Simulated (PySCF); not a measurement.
A structure optimised at PBE0-D3(BJ)/def2-SVP, used in a PySCF frequency run:

```xyz
13

Al     0.4064    -0.1227     0.3282
C      1.8183    -0.4424     1.6263
H      1.4123    -0.9024     2.5430
H      2.3071     0.4972     1.9320
H      2.5879    -1.1184     1.2226
O      0.3782    -1.0787    -1.0793
C     -0.3770    -1.2338    -2.2315
H      0.2250    -1.0059    -3.1294
H     -0.7291    -2.2762    -2.3302
H     -1.2694    -0.5784    -2.2574
P     -1.1872     1.5762     0.5364
H     -1.4274     1.2707     1.9129
H     -2.2552     0.7529     0.0595
```
Charge 0, spin multiplicity 1.

**Question.** Write its SMILES and formula.

**Answer.** C[O][Al]([CH3])[PH2], C₂H₈AlOP

**Question.** What are its rotational constants (standard atomic weights)?

**Answer.** 2.9139, 2.1754, 1.2767 GHz
